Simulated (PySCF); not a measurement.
Species: `C#CCN[SiH2]C(F)F`. The columns A, B, C and D hold Mulliken, IAO, Hirshfeld and ESP-fitted charges (e) of one PBE0/pcSseg-1 density (PySCF), in a shuffled order. Coordinates in Å (GFN2-xTB); the density's dipole moment is (-2.77, 0.33, -1.04) D.

| atom | x | y | z | A | B | C | D |
| --- | --- | --- | --- | --- | --- | --- | --- |
| C1 | -3.219 | 0.573 | 0.669 | -0.425 | -0.117 | -0.322 | -0.241 |
| C2 | -2.440 | -0.078 | 0.034 | -0.028 | -0.049 | +0.100 | -0.049 |
| C3 | -1.434 | -0.786 | -0.737 | +0.129 | -0.003 | +0.050 | -0.158 |
| N4 | -0.143 | -0.119 | -0.715 | -0.827 | -0.238 | -0.669 | -0.669 |
| Si5 | 0.988 | -0.374 | 0.546 | +0.571 | +0.365 | +0.758 | +0.887 |
| C6 | 2.525 | 0.662 | -0.008 | +0.129 | +0.060 | +0.240 | +0.181 |
| F7 | 3.053 | 1.337 | 1.053 | -0.200 | -0.120 | -0.316 | -0.309 |
| F8 | 3.522 | -0.151 | -0.458 | -0.200 | -0.117 | -0.313 | -0.305 |
| H9 | -3.925 | 1.114 | 1.225 | +0.307 | +0.093 | +0.051 | +0.203 |
| H10 | -1.303 | -1.788 | -0.323 | +0.118 | +0.061 | +0.151 | +0.167 |
| H11 | -1.777 | -0.879 | -1.775 | +0.094 | +0.060 | +0.158 | +0.170 |
| H12 | -0.197 | 0.789 | -1.157 | +0.409 | +0.118 | +0.198 | +0.260 |
| H13 | 0.647 | 0.089 | 1.896 | -0.100 | -0.082 | -0.093 | -0.147 |
| H14 | 1.348 | -1.790 | 0.523 | -0.084 | -0.073 | -0.092 | -0.127 |
| H15 | 2.352 | 1.407 | -0.797 | +0.105 | +0.042 | +0.101 | +0.137 |

Which column most likely holds the ESP-fitted charges?

A. Σ q r misses the density's dipole by 0.11 D (A), 1.22 D (B), 1.38 D (D), 3.02 D (C). Charges fitted to the outside potential are the only set here that is tied to the molecule's multipoles.

And the Hirshfeld charges?

B. The mean sizes are 0.107 e (B), 0.241 e (C), 0.248 e (A), 0.267 e (D), and Hirshfeld charges are commonly the smallest of these schemes.

As computed, A = ESP-fitted, B = Hirshfeld, C = Mulliken, D = IAO. Hydrogens on carbon: ESP-fitted +0.09 to +0.31, Hirshfeld +0.04 to +0.09, Mulliken +0.05 to +0.16, IAO +0.14 to +0.20 e.

The IAO scheme counts the electrons in orthogonalised intrinsic atomic orbitals, a minimal basis polarised so that it spans the occupied orbitals exactly. The Mulliken scheme gives each basis function's population to the atom it is centred on and halves the overlap population of two atoms between them.

One conformer (not necessarily the lowest) at the GFN2-xTB geometry, without solvent, vibrations or thermal averaging. GFN2-xTB frequencies show an imaginary mode (28i cm⁻¹), so this geometry is no minimum at that level.

Conformer computed: `[CH:1]#[C:2][CH2:3][NH:4][SiH2:5][CH:6]([F:7])[F:8]`: C2–C3–N4–Si5 85°, C3–N4–Si5–C6 176°, N4–Si5–C6–F7 138°.
